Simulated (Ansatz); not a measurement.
Consider the substitution at a C–C bond: `CCO[SiH2]C` + `O[SiH2]B(O)F` → `CO[SiH2]B(O)F` + `CO[SiH2]C`.

Calculated with Ansatz (gas phase, PBE0-D4/def2-TZVP geometries, no zero-point term in ΔE). CCSD(T)/CBS is the MP2 limit (def2-TZVPP, def2-QZVPP) plus CCSD(T) − MP2 in def2-TZVPP, frozen cores. Functionals use def2-TZVPP. Each species was taken in one conformer, which may not be the lowest.

`CCO[SiH2]C`:

```xyz
15

C     1.319    1.858    0.644
C     1.324    0.797   -0.434
O     0.574   -0.340   -0.057
Si   -1.034   -0.518   -0.355
C    -1.500   -2.247    0.132
H     1.708    1.451    1.579
H     1.944    2.704    0.348
H     0.308    2.229    0.827
H     2.347    0.457   -0.623
H     0.944    1.211   -1.378
H    -1.838    0.476    0.417
H    -1.296   -0.264   -1.803
H    -0.934   -2.979   -0.446
H    -1.299   -2.416    1.192
H    -2.566   -2.418   -0.044
```

`O[SiH2]B(O)F`:

```xyz
9

O    -1.229   -1.027   -1.441
Si   -0.898    0.284   -0.490
B     0.841    0.018    0.534
O     1.454    1.040    1.163
F     1.389   -1.205    0.609
H    -1.002   -1.888   -1.090
H    -0.821    1.454   -1.400
H    -1.995    0.539    0.490
H     2.260    0.783    1.625
```

`CO[SiH2]B(O)F`:

Z-matrix (Å, degrees):
```
C
O 1 1.410
H 1 1.091 2 108.5
H 1 1.096 2 111.3 3 -119.4
H 1 1.096 2 111.2 3 119.4
Si 2 1.659 1 123.2 3 179.4
B 6 2.029 2 100.2 1 -180.0
H 6 1.493 2 110.4 1 59.0
H 6 1.493 2 110.4 1 -58.9
O 7 1.347 6 118.7 2 -0.1
F 7 1.327 6 124.0 2 179.9
H 10 0.964 7 111.3 6 0.0
```

`CO[SiH2]C`:

```xyz
12

C     0.584    0.332    1.777
O    -0.602    0.517    1.045
Si   -0.635    0.611   -0.598
C    -0.156   -0.995   -1.415
H     0.361    0.473    2.836
H     1.356    1.056    1.488
H     0.988   -0.678    1.642
H     0.303    1.681   -1.051
H    -2.028    0.985   -0.943
H     0.871   -1.279   -1.172
H    -0.224   -0.896   -2.502
H    -0.819   -1.807   -1.106
```

```json
{"level": "PBE-D4", "ΔE (kJ/mol)": "55.0"}
{"level": "r2SCAN-D4", "ΔE (kJ/mol)": "56.7"}
{"level": "PBE0", "ΔE (kJ/mol)": "57.8"}
{"level": "MP2/def2-TZVPP", "ΔE (kJ/mol)": "62.4"}
```

Task: What does CCSD(T)/CBS give? (Best estimate.)

Result: Computed: +60.5 kJ/mol. The listed levels differ from it by -5.5, -3.8, -2.7, 1.9 kJ/mol.

Largest T1 diagnostic among the species: 0.013.

In def2-TZVPP, CCSD(T) changes the Hartree–Fock value by +4.9 kJ/mol (the triples alone add −0.2 kJ/mol) and MP2 by +9.0 kJ/mol.
